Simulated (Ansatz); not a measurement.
Ansatz (a first-principles code) input (RI-MP2/def2-QZVPP):
A basis named .json is the Basis Set Exchange file of that set.

Ansatz 0.2 input:
```yaml
crystal:
  periodic: [false, false, false]
  atoms:
    - {symbol: Mo, position_ang: [0.07138321, -0.05643919, -0.08448707]}
    - {symbol: O, position_ang: [-1.29345374, -1.13831181, -0.01304596]}
    - {symbol: O, position_ang: [-0.20625833, 1.48595911, -0.84754326]}
    - {symbol: O, position_ang: [1.12495018, -0.05134153, 1.30414634]}
basis:
  gaussian:
    orbitals: def2-QZVPP.json
    fitting: {mean_field: def2-universal-jkfit, correlation: def2-QZVPP-RIFIT.json}
total_charge: -1
magnetization: {spin_polarized: true, initial_magnetization: 1}
correlation: {method: mp2, electrons: outside_noble_gas}
```

Output:

```
Functional definition: HF
integrals: 0.30 GiB planned
486 factors; integrals over basis functions are off by at most 1.2e0 eV
675 factors; integrals over basis functions are off by at most 1.9e0 eV
mean field: 0.85 GiB planned
mean field evaluation 1: about -7942.1615 eV, gradient 5.4e1 eV
mean field evaluation 2: about -7920.9979 eV, gradient 1.0e2 eV
mean field evaluation 4: about -7954.3636 eV, gradient 2.0e0 eV
mean field evaluation 8: about -7954.4994 eV, gradient 4.6e-1 eV
mean field evaluation 16: about -7954.2576 eV, gradient 1.8e0 eV
mean field evaluation 32: about -7954.5389 eV, gradient 3.6e-1 eV
mean field evaluation 64: about -7954.4997 eV, gradient 4.6e-1 eV
mean field -7954.54799069 eV, -292.3242468717 hartree, gradient 2.0e-6 eV, S^2 0.958292; 4 other end points of the search recorded, 0 dependent functions left out
7 core orbitals not correlated
reference -7954.54799069 eV, -292.3242468717 hartree; 13, 12 occupied and 232, 233 virtual orbitals, 675 factors
second order -29.21253377 eV of doubles, -0.00000000 eV of singles
Total energy: -7983.76052446 eV, -293.3977876866 hartree
```

The spin state was set by rule; other spins were not relaxed.

The determinant is spin-contaminated: <S^2> is 0.96 against 0.75 for a pure state.
